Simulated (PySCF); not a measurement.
Level of theory: PBE-D3(BJ)/def2-TZVP // r2SCAN-D4/def2-TZVP (PySCF 2.14.0). Gas-phase values, no solvent. 

Reference species (SMILES): `[Br][Al][Br]` (neutral, multiplicity 2).

- dipole moment = 1.18 D

Changed species: `[AlH][Br]` (radical fragment; the reference has radical fragment).

Q: Predict the effect on the dipole moment.

A: the dipole moment rises by 0.16 D, to 1.34 D.
